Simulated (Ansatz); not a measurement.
Relaxation of the cluster Sr₃Se₃⁻ with UKS B3LYP-D4/def2-SVPD.

```sh
$ ansatz run in.yaml --threads 4 --pin off --events-out ev --progress --plain --max-ram 4787MiB
```

```yaml
crystal:
  periodic: [false, false, false]
  atoms:
    - {symbol: Sr, position_ang: [-1.063400, -1.751770, -0.985930]}
    - {symbol: Sr, position_ang: [-1.127920, 2.015710, 1.095700]}
    - {symbol: Sr, position_ang: [2.133450, -0.689750, 0.358370]}
    - {symbol: Se, position_ang: [1.471850, 1.594650, 1.738600]}
    - {symbol: Se, position_ang: [1.357240, -1.359110, -2.157390]}
    - {symbol: Se, position_ang: [-2.771220, 0.190270, -0.049350]}
basis:
  gaussian: {orbitals: def2-SVPD}
total_charge: -1
magnetization: {spin_polarized: true, initial_magnetization: 1}
hamiltonian: {xc: {name: B3LYP}, dispersion: d4}
scf: {lower_state_search: "off"}
output: {orbitals: {seedname: orbitals}}
relax: {f_tol: 0.02, max_steps: 100}
```

Run time 4.6 min (4 threads of Arm Neoverse V1 on a shared host), peak host memory 1.1 GiB.

Positions (Å) and forces (eV/Å) at steps 1, 2, 3, 4, 5, 6, 7, 8, 9, 10, 13, 16 of 16:

```xyz
6
step=1 energy=-198545.2154 eV
Sr   -1.063   -1.752   -0.986   -0.764   -1.007   -0.062
Sr   -1.128    2.016    1.096   -0.293    0.717    0.151
Sr    2.133   -0.690    0.358    0.986   -0.431    0.678
Se    1.472    1.595    1.739    0.686    0.730    0.747
Se    1.357   -1.359   -2.157    0.629   -0.090   -1.443
Se   -2.771    0.190   -0.049   -1.245    0.082   -0.072
6
step=2 energy=-198545.6829 eV
Sr   -1.183   -1.892   -1.046    0.123    0.167   -0.131
Sr   -1.166    2.101    1.119    0.147   -0.302   -0.117
Sr    2.312   -0.732    0.424   -0.068    0.103   -0.211
Se    1.566    1.697    1.842   -0.050    0.032    0.030
Se    1.415   -1.379   -2.281   -0.142   -0.048    0.378
Se   -2.943    0.204   -0.059   -0.010    0.047    0.050
6
step=3 energy=-198545.7528 eV
Sr   -1.226   -1.831   -1.079    0.016   -0.053   -0.086
Sr   -1.072    1.993    0.979    0.047   -0.106   -0.030
Sr    2.327   -0.653    0.415    0.075   -0.034   -0.062
Se    1.602    1.695    1.922   -0.015    0.093    0.044
Se    1.385   -1.370   -2.214   -0.054    0.023    0.111
Se   -3.017    0.166   -0.024   -0.069    0.076    0.023
6
step=4 energy=-198545.7789 eV
Sr   -1.289   -1.841   -1.103    0.016   -0.016   -0.050
Sr   -1.015    1.865    0.944    0.004    0.036   -0.038
Sr    2.383   -0.624    0.442    0.032   -0.011   -0.043
Se    1.653    1.743    1.930    0.068    0.001    0.041
Se    1.343   -1.321   -2.153   -0.056    0.034    0.105
Se   -3.076    0.178   -0.060   -0.065   -0.043   -0.015
6
step=5 energy=-198545.8153 eV
Sr   -1.382   -1.864   -1.150   -0.052   -0.074   -0.016
Sr   -0.926    1.759    0.816    0.040   -0.003   -0.093
Sr    2.478   -0.587    0.475    0.077   -0.031    0.039
Se    1.705    1.752    1.966   -0.031    0.001    0.022
Se    1.259   -1.212   -2.038   -0.038    0.096    0.012
Se   -3.134    0.151   -0.069    0.004    0.011    0.035
6
step=6 energy=-198545.8890 eV
Sr   -1.458   -1.903   -1.175   -0.096   -0.106   -0.013
Sr   -0.837    1.681    0.667    0.103   -0.089   -0.176
Sr    2.556   -0.575    0.514    0.117   -0.037    0.077
Se    1.731    1.744    1.994   -0.096   -0.006    0.003
Se    1.170   -1.073   -1.936   -0.085    0.196    0.043
Se   -3.162    0.125   -0.064    0.057    0.043    0.066
6
step=7 energy=-198546.0151 eV
Sr   -1.517   -1.944   -1.190   -0.128   -0.096   -0.003
Sr   -0.754    1.612    0.522    0.170   -0.180   -0.262
Sr    2.620   -0.575    0.551    0.123   -0.014    0.102
Se    1.736    1.730    2.009   -0.086   -0.023   -0.001
Se    1.082   -0.930   -1.838   -0.141    0.289    0.104
Se   -3.167    0.107   -0.054    0.062    0.025    0.060
6
step=8 energy=-198546.1805 eV
Sr   -1.568   -1.977   -1.200   -0.163   -0.081    0.010
Sr   -0.667    1.531    0.382    0.193   -0.211   -0.292
Sr    2.671   -0.574    0.584    0.126    0.013    0.131
Se    1.739    1.717    2.017   -0.049   -0.045   -0.007
Se    0.992   -0.790   -1.736   -0.164    0.336    0.123
Se   -3.167    0.093   -0.047    0.057   -0.012    0.035
6
step=9 energy=-198546.3196 eV
Sr   -1.618   -2.010   -1.205   -0.116    0.002    0.022
Sr   -0.577    1.442    0.237    0.052   -0.008   -0.117
Sr    2.719   -0.575    0.620    0.049    0.056    0.091
Se    1.732    1.702    2.027    0.016   -0.091   -0.030
Se    0.906   -0.641   -1.648   -0.059    0.119    0.046
Se   -3.162    0.082   -0.032    0.058   -0.077   -0.013
6
step=10 energy=-198546.3234 eV
Sr   -1.648   -2.037   -1.220    0.021    0.060    0.030
Sr   -0.563    1.492    0.164    0.007   -0.082    0.049
Sr    2.760   -0.578    0.635   -0.062    0.032   -0.005
Se    1.718    1.656    2.021   -0.009    0.034    0.022
Se    0.860   -0.585   -1.583    0.070   -0.072   -0.110
Se   -3.127    0.052   -0.017   -0.027    0.028    0.014
6
step=13 energy=-198546.3330 eV
Sr   -1.590   -2.024   -1.153    0.006   -0.006    0.000
Sr   -0.553    1.492    0.142   -0.002    0.006    0.000
Sr    2.677   -0.611    0.642    0.000   -0.009   -0.003
Se    1.691    1.649    2.033   -0.003    0.003    0.001
Se    0.891   -0.563   -1.675    0.000    0.002    0.000
Se   -3.116    0.058    0.011    0.000    0.004    0.002
6
step=16 energy=-198546.3343 eV
Sr   -1.488   -2.033   -1.055   -0.001    0.001    0.000
Sr   -0.552    1.551    0.091   -0.002   -0.001    0.004
Sr    2.561   -0.693    0.649    0.000    0.001    0.000
Se    1.657    1.612    2.027    0.000    0.000   -0.002
Se    0.895   -0.482   -1.747    0.001   -0.001    0.001
Se   -3.074    0.046    0.036    0.001    0.000   -0.002
```

In the def2 sets Sr takes a core potential; there is no spin–orbit coupling. The relaxation made no stability test and no search for a lower SCF solution. The structure comes from a short search, and lower isomers may exist.
